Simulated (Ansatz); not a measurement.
This geometry of AlF2HO + H2 (7 atoms, charge 0, multiplicity 1) is a first-order saddle point.

These are results of RKS BLYP/def2-SVP (Ansatz), not measurements.

```xyz
7
Properties=species:S:1:pos:R:3
Al 0.017 0.278 0.021
O -0.014 -0.011 1.849
H -0.799 -0.352 2.325
F 1.441 -0.142 -0.746
F -1.451 -0.037 -0.720
H 0.073 1.890 0.729
H -0.028 1.221 1.568
```

(1) Which two structures does it join? (They come from a converged band through this point; their orientation in space is the band's.)

(2) How far does it lie above each of them?

Answers

(1) Bonds broken: H6–H7. Bonds formed: Al1–H6, O2–H7. AlF2HO + H2 becomes AlF2H3O.

Initial state:

```xyz
7
Properties=species:S:1:pos:R:3
Al -0.058 -0.076 0.249
O -0.059 -0.510 1.900
H -0.873 -0.728 2.382
F 1.390 -0.020 -0.575
F -1.467 0.057 -0.642
H 0.232 2.191 0.501
H 0.073 1.932 1.211
```

Final state:

```xyz
7
Properties=species:S:1:pos:R:3
Al 0.086 0.546 -0.110
O -0.020 0.140 1.862
H -0.883 -0.333 1.910
F 1.419 -0.329 -0.646
F -1.419 -0.223 -0.314
H 0.146 2.130 -0.134
H -0.091 0.916 2.458
```

(2) 0.75 eV above the first and 0.74 eV above the second. This is the barrier of this one path; another mechanism may lie lower. The orbitals stay closed-shell, which can raise the energy where a bond breaks towards radicals; this wasn't checked here.

Time of the run: 2.7 min on 1 thread of Arm Neoverse V2, on a shared host, peak memory 0.13 GiB.
